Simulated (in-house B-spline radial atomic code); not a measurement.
Results of a calculation; reference values are marked as such.
# Two electrons in InAs: a spherical dot of radius 24.7 nm with hard walls with an ionised donor at its centre

For InAs the NSM archive of the Ioffe Institute lists m* = 0.023 m0 and ε = 15.15. Real donors also feel a central-cell potential, which shifts the ground state. In so narrow a gap the band flattens within tens of meV, so real spacings are smaller, by up to some tenths.

Effective-mass model with parabolic bands, a uniform dielectric constant, no image charges, no central-cell or spin-orbit terms. Two-electron levels come from full CI in B-splines with partial waves to l = 5 (up to 0.001 effective hartree above the limit).

(1) What are the effective units, and what is the potential in them?

In these units the lowest s and p orbitals lie at 6.2371 and 17.3986, and their Coulomb and exchange integrals are J_ss = 2.6325, J_sp = 2.3301 and K_sp = 0.4994. Full CI gives 15.0390 for the ground singlet, 25.4519 for the sp triplet, 26.3963 for the sp singlet and 43.0793 for the lowest triplet of two s orbitals.

(2) What does it cost to add the second electron, to first order and exactly?

(3) How far above the singlet do the triplets lie?

## Answers

(1) Ha* = 27211.386 meV × 0.023/15.15² = 2.727 meV and a* = 0.0529177 nm × 15.15/0.023 = 34.86 nm. The radius is R = 0.71 a*, with −1/r added.

(2) To first order E = 2ε_s + J_ss = 15.1068, so the charging energy E(2) − 2E(1) is J_ss = 7.178 meV. CI gives 15.0390 − 2 × (6.2371) = 2.5647, or 6.993 meV: relaxation and correlation lower it by 0.1849 meV, 2.6 % of J_ss. The s² configuration of one-electron orbitals holds 99.8 % of the state, and the mean radius is 12 nm.

(3) To first order the sp triplet lies at ε_s + ε_p + J_sp − K_sp = 25.4664, which is 28.25 meV above 2ε_s + J_ss. CI gives 25.4519 − (15.0390) = 10.4129, or 28.39 meV, 93 % of the orbital spacing of 30.44 meV. The ss triplet lies 76.46 meV up, so the lower of the two is the sp one, and its gap equals k_BT at 329 K. The sp singlet-triplet splitting is 2.575 meV, against 2K_sp = 2.724 meV.
